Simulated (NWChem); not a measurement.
TlI; SMILES [I][Tl]

Results from NWChem. Geometry: optimised at PBE0/def2-SVP. def2 effective core potentials on I, Tl; no spin-orbit coupling. Static field.

```csv
level,basis functions,isotropic polarisability (bohr³),anisotropy (bohr³),relative time
Hartree-Fock/def2-SVP,52,63.9,59.7,1
Hartree-Fock/def2-SVPD,67,81.1,52.0,2
Hartree-Fock/def2-TZVP,100,73.3,57.3,6
Hartree-Fock/def2-TZVPD,115,81.6,52.4,9
```

Relative times are rough (shared machine, one core).
